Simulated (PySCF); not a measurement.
Numbering as in the mapped SMILES `[CH3:1][C@@H:2]1[C@@H:3]([F:4])[CH2:5][CH2:6][Si@@H:7]([CH3:8])[C@H:9]1[F:10]`. Each H is labelled by its parent atom. Ha(C5), Ha(C6) are cis to C1 on the ring; Hb(C5), Hb(C6) are trans to C1 on the ring.

Relativity neglected, one computed conformer, fast rotation and ring inversion assumed for equivalent nuclei, gas phase. Coordinates at the GFN2-xTB level; shielding tensors at PBE0/pcSseg-1 (GIAO); PySCF 2.14.

Scale: ¹³C (σ = 186.93 ppm) against TMS (reference shieldings calculated alike).

Question: Do the ¹³C shifts follow the atomic charges (in e)? Tabulate both.

Answer: 
```json
{"atoms": "C3", "hybridisation": "sp3", "δ (ppm)": "98.0", "σ para (ppm)": "-159", "Hirshfeld": "+0.07", "IAO": "+0.18", "Mulliken": "+0.23", "ESP-fitted": "+0.12"}
{"atoms": "C9", "hybridisation": "sp3", "δ (ppm)": "92.4", "σ para (ppm)": "-156", "Hirshfeld": "-0.03", "IAO": "-0.09", "Mulliken": "-0.03", "ESP-fitted": "-0.12"}
{"atoms": "C2", "hybridisation": "sp3", "δ (ppm)": "48.4", "σ para (ppm)": "-110", "Hirshfeld": "-0.04", "IAO": "-0.13", "Mulliken": "-0.40", "ESP-fitted": "+0.20"}
{"atoms": "C5", "hybridisation": "sp3", "δ (ppm)": "33.2", "σ para (ppm)": "-95", "Hirshfeld": "-0.08", "IAO": "-0.26", "Mulliken": "-0.21", "ESP-fitted": "-0.01"}
{"atoms": "C1", "hybridisation": "sp3", "δ (ppm)": "17.4", "σ para (ppm)": "-76", "Hirshfeld": "-0.13", "IAO": "-0.42", "Mulliken": "-0.18", "ESP-fitted": "-0.55"}
{"atoms": "C6", "hybridisation": "sp3", "δ (ppm)": "7.6", "σ para (ppm)": "-75", "Hirshfeld": "-0.16", "IAO": "-0.55", "Mulliken": "-0.55", "ESP-fitted": "-0.49"}
{"atoms": "C8", "hybridisation": "sp3", "δ (ppm)": "-10.1", "σ para (ppm)": "-56", "Hirshfeld": "-0.21", "IAO": "-0.72", "Mulliken": "-0.62", "ESP-fitted": "-0.60"}
```

Correlation coefficients of δ with charge over these carbons: Hirshfeld +0.95, IAO +0.95, Mulliken +0.87, ESP-fitted +0.75; with the paramagnetic shielding -1.00. With so few points these coefficients are fragile. Charge is one influence among several: hybridisation and low-lying excitations act through the paramagnetic term.

Shifts are as computed. Against solution values, carbons near 30 ppm lie about +3 ppm off and those near 130 ppm about +5 ppm. Of 1211 compounds with measured shifts, 218 miss one by over three times the rms of a fit or turn the order of signals round; such compounds aren't used in these exercises.
